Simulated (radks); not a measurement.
Spherical jellium clusters: N electrons in a uniform positive sphere of charge N and radius rs N^(1/3), rs = 4.11 bohr. Calculated with a radial shooting solver with Libxc functionals: non-relativistic Kohn-Sham, PBE, spin-polarised, spherical densities. Levels are named by radial order and angular momentum (1s, 1p, 1d, 2s, ...), and open shells are averaged over m.

N = 2, configuration 1s2. This is the lowest configuration that the search found. Occupied and some empty levels:

level  occupation  eigenvalue (eV)  <r> (bohr)
1s              2          -3.1300       4.184
1p              0          -1.1870       6.116

Energy (eV): total -3.45897, kinetic 2.9826, external -24.179, Hartree 11.751, exchange-correlation -6.6262, background 12.612.
